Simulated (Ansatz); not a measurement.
The inner images of a band of FH + H4OSiZn (9 atoms, charge 0, multiplicity 1) are given out of order.

Theory: Ansatz 0.2.0, RKS PBE0-D4/def2-mTZVP.

Image 0:

```xyz
9
Properties=species:S:1:pos:R:3
Zn -0.285 -1.048 0.363
Si 1.094 0.829 0.691
O -1.215 -2.575 0.308
H -0.676 1.089 -1.476
F -1.247 0.369 -1.638
H 0.885 1.537 1.984
H 0.762 1.846 -0.374
H 2.553 0.569 0.538
H -1.870 -2.616 -0.396
```

Image 8:

```xyz
9
Properties=species:S:1:pos:R:3
Zn -1.372 -0.770 -0.392
Si 1.211 1.112 0.357
O -1.102 -2.521 -0.308
H 0.574 -0.246 0.465
F -1.739 0.944 -0.533
H 0.490 2.054 1.241
H 1.185 1.536 -1.061
H 2.614 0.936 0.812
H -1.862 -3.046 -0.580
```

Problem. Put them in order from the first end to the last, with their energies above the first end.
A.
```xyz
9
Properties=species:S:1:pos:R:3
Zn -0.730 -0.822 -0.222
Si 1.011 1.075 0.309
O -0.672 -2.606 -0.129
H -0.706 1.003 -0.301
F -1.858 0.734 -0.685
H 0.851 2.095 1.378
H 1.815 1.616 -0.817
H 1.773 -0.069 0.900
H -1.486 -3.025 -0.431
```
B.
```xyz
9
Properties=species:S:1:pos:R:3
Zn -1.703 -0.793 -0.497
Si 1.311 1.116 0.374
O -0.787 -2.284 -0.200
H 0.077 0.376 -0.027
F -2.671 0.631 -0.803
H 0.932 2.107 1.411
H 1.847 1.796 -0.830
H 2.290 0.141 0.910
H -1.296 -3.089 -0.339
```
C.
```xyz
9
Properties=species:S:1:pos:R:3
Zn -1.359 -0.829 -0.389
Si 1.156 1.156 0.333
O -0.641 -2.440 -0.165
H -0.247 0.891 -0.123
F -2.339 0.606 -0.683
H 1.046 2.136 1.438
H 1.888 1.704 -0.833
H 1.784 -0.102 0.804
H -1.288 -3.122 -0.380
```
D.
```xyz
9
Properties=species:S:1:pos:R:3
Zn -0.263 -0.969 -0.090
Si 1.193 0.837 0.394
O -0.795 -2.674 -0.127
H -1.231 1.271 -0.495
F -1.918 0.740 -0.844
H 0.581 1.990 1.131
H 1.891 1.429 -0.784
H 2.209 0.240 1.296
H -1.668 -2.865 -0.481
```
E.
```xyz
9
Properties=species:S:1:pos:R:3
Zn -0.169 -1.045 0.291
Si 1.239 0.796 0.669
O -1.074 -2.584 0.150
H -1.209 1.202 -1.542
F -1.624 0.397 -1.339
H 0.720 1.698 1.739
H 1.320 1.641 -0.567
H 2.640 0.438 1.027
H -1.842 -2.542 -0.429
```
F.
```xyz
9
Properties=species:S:1:pos:R:3
Zn -0.068 -1.052 0.163
Si 1.369 0.757 0.584
O -0.976 -2.586 -0.030
H -1.748 1.330 -1.160
F -1.853 0.411 -1.088
H 0.651 1.852 1.306
H 1.872 1.364 -0.685
H 2.565 0.408 1.403
H -1.813 -2.485 -0.493
```
G.
```xyz
9
Properties=species:S:1:pos:R:3
Zn -1.577 -0.782 -0.470
Si 1.292 1.126 0.376
O -0.963 -2.432 -0.249
H 0.324 -0.002 0.213
F -2.252 0.816 -0.722
H 0.719 2.101 1.334
H 1.516 1.748 -0.951
H 2.551 0.545 0.902
H -1.611 -3.119 -0.434
```

Solution. E (+0.5 kcal/mol), F (+0.7 kcal/mol), D (+4.0 kcal/mol), A (+24.8 kcal/mol), C (-2.5 kcal/mol), B (-5.6 kcal/mol), G (-5.9 kcal/mol).

Run time: 6.6 min on 2 threads of Arm Neoverse V1, with other jobs on the host, peak memory 0.27 GiB.
